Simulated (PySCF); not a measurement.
C₇H₇OP.
Cartesian coordinates in Å at the GFN2-xTB level; atoms count from 1:
```xyz
16
C7H7OP angstrom
C     -2.6010    0.4537    0.3491
C     -1.5260   -0.5962    0.2208
O     -1.8017   -1.7692    0.1080
C     -0.1031   -0.1372    0.2373
C      0.8631   -1.1376    0.1153
C      2.2228   -0.8877    0.1106
C      2.7615    0.3771    0.2265
P      1.8471    1.8422    0.3951
C      0.2366    1.2018    0.3658
H     -2.5305    1.1672   -0.4690
H     -3.5740   -0.0301    0.3193
H     -2.4954    0.9877    1.2910
H      0.5064   -2.1532    0.0206
H      2.8972   -1.7287    0.0110
H      3.8396    0.4808    0.2129
H     -0.5503    1.9384    0.4581
```

Theory: TDDFT CAM-B3LYP/def2-SVPD, vertical, gas phase, core orbitals frozen in the response (PySCF).

Transition dipole moments from the ground state, in atomic units and in the frame of the coordinates above (overall signs are arbitrary), for the states with f of 0.002 or more among the lowest 8:

```json
{"state": "S2", "E (eV)": "4.487", "μx": "-0.487", "μy": "0.314", "μz": "0.042"}
{"state": "S3", "E (eV)": "5.050", "μx": "0.000", "μy": "0.019", "μz": "-0.313"}
{"state": "S4", "E (eV)": "5.056", "μx": "-0.278", "μy": "0.494", "μz": "0.048"}
{"state": "S5", "E (eV)": "5.284", "μx": "-0.004", "μy": "0.017", "μz": "-0.174"}
{"state": "S6", "E (eV)": "5.814", "μx": "1.776", "μy": "0.878", "μz": "0.052"}
{"state": "S8", "E (eV)": "6.142", "μx": "0.197", "μy": "1.272", "μz": "0.125"}
```

What oscillator strength does each state have?

f = (2/3) ΔE |μ|² with ΔE in hartree (27.2114 eV).

| state | \|μ\|² (au) | \|μ\| (D) | f |
| --- | --- | --- | --- |
| S2 | 0.338 | 1.48 | 0.037 |
| S3 | 0.099 | 0.80 | 0.012 |
| S4 | 0.323 | 1.45 | 0.040 |
| S5 | 0.031 | 0.45 | 0.004 |
| S6 | 3.930 | 5.04 | 0.560 |
| S8 | 1.671 | 3.29 | 0.251 |

Label these states by symmetry in Cs.

From a totally symmetric ground state, an allowed state transforms like the component of the dipole operator along its μ. Polarised normal to the mirror plane, so A″: S3 and S5. Polarised in the mirror plane, so A′: S2, S4, S6 and S8.

What angle do the transition dipoles of S2 and S6 make?

|cos θ| = |μa·μb| / (|μa| |μb|) = 0.51, so θ ≈ 59° (taken between 0 and 90°, since the signs are arbitrary).

How is the summed strength of these states shared among x, y and z?

(2/3) Σ ΔE μα² gives 0.491 for x, 0.394 for y and 0.019 for z, 0.905 in all.

What peak molar absorption coefficient would the strongest computed level give as a lone Gaussian band 0.3 eV wide at half height?

ε(max) = 2.175×10⁸ f / FWHM, with the width in cm⁻¹. S6: 2.175×10⁸ × 0.5598 / 2420 ≈ 50000 L mol⁻¹ cm⁻¹.

Rough CPU time on one thread of a shared machine: about 2.9 min (with the writing of density and orbital grids).

One conformer stands for the species.
